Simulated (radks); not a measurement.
Fractional charge and spin in the 4s shell of manganese: the spin-up occupation runs from 0 to 1 and the spin-down occupation from 0 to 1; the fullest corner is Mn, [Ar] 3d(up 2.5, down 2.5) 4s(up 1, down 1). Calculated with a radial shooting solver on a logarithmic mesh with Libxc functionals: scalar-relativistic Kohn-Sham, r2SCAN, spin-polarised, spherical densities, finite nucleus; meta-GGA in the generalised Kohn-Sham scheme; Fermi nuclear charge, rms radius of each element as measured or else 0.836 A^(1/3) + 0.57 fm. Energy (eV) minus the two flat planes that join the four corners (they meet along the diagonal where the two added fractions sum to one electron); zero is where a piecewise linear energy would lie.

down \ up,0,0.25,0.5,0.75,1
0,0.000,-0.549,-0.740,-0.560,0.000
0.25,-0.549,-0.588,-0.273,0.398,-0.489
0.5,-0.740,-0.273,0.534,-0.243,-0.656
0.75,-0.560,0.398,-0.243,-0.545,-0.496
1,0.000,-0.489,-0.656,-0.496,0.000

Corners above the fullest one (they belong to Mn+ and the next ion): (up 1, down 0) 7.982 eV, (up 0, down 1) 7.982 eV, (up 0, down 0) 23.685 eV. With half an added electron in each spin the energy lies 0.534 eV from the planes, and with half an added electron in spin up alone -0.740 eV. The planes are only a guide here: the flat-plane condition holds for ground states with one frontier orbital, while other shells are open and held unpolarised.
